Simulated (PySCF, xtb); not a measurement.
In(CF3)(Cl)2 (CCl₂F₃In), SMILES [Cl][In]([C](F)(F)F)[Cl].

xtb with GFN2-xTB at its own geometry gives an orbital gap of 2.89 eV and a dipole moment of 1.29 D.

Geometry: B3LYP-D3(BJ)/def2-SVP. The structure was generated by enumeration; whether it is a known compound was not checked. The def2 effective core potentials stand for the cores of In; spin–orbit coupling is left out.

Problem. What does PySCF with M06-2X/def2-TZVP give? (The exact figures need the calculation; the answer reports its results.)

Solution. gap 8.37 eV (levels -10.32 and -1.95 eV), dipole 0.64 D.
